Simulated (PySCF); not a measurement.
NICS in isomers of C6H10NOP.

Definitions: NICS(0) = −σiso at the ring centroid; NICS(1) = −σiso and NICS(1)zz = −σzz at ±1 Å along the ring normal z. Level: GIAO PBE0/pcSseg-1 (PySCF, non-relativistic, gas phase) on the GFN2-xTB geometries, one conformer each. Atom numbers follow the mapped SMILES.

Question: Order these rings by mean NICS(1)zz, lowest (most negative) first (ppm).
A. ring N5–C6–C7–C8–C9 in `[CH3:1][P:2]([CH3:3])(=[O:4])[n:5]1[cH:6][cH:7][cH:8][cH:9]1`
B. ring C2–O3–C4–P5–C6 in `[CH3:1][c:2]1[o:3][cH:4][p:5][c:6]1[N:7]([CH3:8])[CH3:9]`
C. ring C2–C3–O4–C5–P9 in `[CH3:1][c:2]1[cH:3][o:4][c:5]([N:6]([CH3:7])[CH3:8])[p:9]1`

Answer: A (-28.3), B (-23.7), C (-18.0).

| SMILES | ring | NICS(0) | NICS(1) | NICS(1)zz | HOMA | rms pucker (Å) | ring atoms with four or more neighbours |
| --- | --- | --- | --- | --- | --- | --- | --- |
| CP(C)(=O)n1cccc1 | 5-membered ring with N; formal bonds all aromatic | -12.9 | -10.8 | -28.3 | 0.84 | 0.00 | 0 |
| Cc1ocpc1N(C)C | 5-membered ring with O and P; formal bonds all aromatic | -11.7 | -10.7 | -23.7 | 0.43 | 0.00 | 0 |
| Cc1coc(N(C)C)p1 | 5-membered ring with O and P; formal bonds all aromatic | -9.9 | -8.5 | -18.0 | 0.28 | 0.00 | 0 |

NICS(0) gives the same order. The isotropic NICS(1) gives the same order. HOMA uses Krygowski's 1993 parameters. NICS(1) and NICS(1)zz are means over the two faces.
